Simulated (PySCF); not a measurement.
## Correlation energy of V¹⁹⁺ (vanadium, charge +19)

Starting occupation: [He] 2s2. Calculation: PySCF 2.14, in an even-tempered Gaussian basis (17 s from 4.6 bohr⁻², ratio 2.4; 11 p from 6 bohr⁻², ratio 2.4; 5 d from 20 bohr⁻², ratio 2.6; 4 f from 30 bohr⁻², ratio 2.6); X2C-1e with screened-nucleus spin-orbit coupling, Gaussian nucleus. Frozen: nothing; 4 electrons correlated; the 34 highest virtual spinors left out.

MP2 pair energies summed by pair of shells (mhartree):

```tsv
pair	energy	share (%)
2s1/2-2s1/2	-147.62	71.8
1s1/2-1s1/2	-42.60	20.7
1s1/2-2s1/2	-15.45	7.5
```

Total MP2 correlation energy: -205.67 mhartree.

MP2 falls well short for the outer s pair, which is nearly degenerate with np².
